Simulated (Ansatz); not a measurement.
Relaxation of a periodic cell of 17 atoms, CuSi16 (host Si, host structure diamond, interstitial Cu), cell charge +1, to a largest force component of 0.03 eV/Å in at most 60 steps.

Level of theory: DFT PBE, scalar-relativistic, plane waves, PAW in Ansatz 0.2.0. Settings: PAW set soft_1, cutoff 420 eV, k mesh 2x2x2, gaussian smearing 0.05 eV, no spin polarisation.

```xyz
17
Lattice="0.0000 5.4300 5.4300 5.4300 0.0000 5.4300 5.4300 5.4300 0.0000" Properties=species:S:1:pos:R:3
Si 0.000 0.000 0.000
Si 1.357 1.357 1.357
Si 2.715 2.715 0.000
Si 4.072 4.072 1.357
Si 2.715 0.000 2.715
Si 4.072 1.357 4.072
Si 5.430 2.715 2.715
Si 6.787 4.072 4.072
Si 0.000 2.715 2.715
Si 1.357 4.072 4.072
Si 2.715 5.430 2.715
Si 4.072 6.787 4.072
Si 2.715 2.715 5.430
Si 4.072 4.072 6.787
Si 5.430 5.430 5.430
Si 6.787 6.787 6.787
Cu 8.232 2.682 8.095
```

Problem. Where does it end, and by what steps?

Solution. The run converged. The force dipped under the threshold on the way, but the program's further checks kept it going. Limits of this set-up: coarse k mesh, charged cell in a uniform background, uncorrected. After 14 steps the energy has fallen by 0.160 eV; Cu17 moved furthest, 0.40 Å. Parted: Si13–Cu17 (2.77 → 3.10 Å).

```
step  energy less start (eV)  largest force component (eV/Å)  accepted
   0                  0.0000                           0.760       yes
   1                 -0.1089                           0.270       yes
   2                 -0.1234                           0.061       yes
   3                 -0.1343                           0.122       yes
   4                 -0.1089                           0.380        no
   5                 -0.1456                           0.097       yes
   6                 -0.1516                           0.052       yes
   7                 -0.1511                           0.138        no
   8                 -0.1542                           0.025       yes
   9                 -0.1558                           0.079       yes
  10                 -0.1568                           0.093       yes
  11                 -0.1584                           0.042       yes
  12                 -0.1547                           0.094        no
  13                 -0.1595                           0.014       yes
  14                 -0.1595                           0.008       yes
```

```xyz
17
Lattice="0.0000 5.4300 5.4300 5.4300 0.0000 5.4300 5.4300 5.4300 0.0000" Properties=species:S:1:pos:R:3
Si 0.143 -0.069 -0.142
Si 1.270 1.317 1.342
Si 2.678 2.786 -0.011
Si 4.144 4.189 1.289
Si 2.646 -0.018 2.786
Si 4.090 1.318 4.162
Si 5.444 2.787 2.754
Si 6.674 4.154 4.188
Si -0.062 2.689 2.699
Si 1.458 3.954 3.974
Si 2.750 5.467 2.683
Si 4.014 6.820 4.110
Si 2.733 2.689 5.495
Si 4.014 4.101 6.849
Si 5.338 5.513 5.524
Si 6.752 6.820 6.849
Cu 8.447 2.463 7.845
```

Time of the run: 100 s on 1 thread of Arm Neoverse V2, on a shared host, peak memory 0.56 GiB.
